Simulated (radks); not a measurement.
The numbers below are computed, except where a source is named.
Q: Pr49+, 10 electrons, occupied as [Ne]. Code: a radial shooting solver on a logarithmic mesh with Libxc functionals. Model: scalar-relativistic Kohn-Sham, SCAN, spin-polarised, spherical densities, finite nucleus; meta-GGA in the generalised Kohn-Sham scheme; Fermi nuclear charge, rms radius 4.8919 fm. Some entries of the table are withheld. Estimate them.

orbital,occ.,eigenvalue (eV),<r^2> (bohr^2),<1/r> (bohr^-1)
1s,2,-45465.91,(1),(2)
2s,2,(3),(4),(5)
2p,6,-9435.861,0.009510,14.36

A: 
(1) 1s <r^2> (bohr^2): 0.0007881
(2) 1s <1/r> (bohr^-1): 64.72
(3) 2s eigenvalue (eV): -10111.96
(4) 2s <r^2> (bohr^2): 0.01201
(5) 2s <1/r> (bohr^-1): 15.24
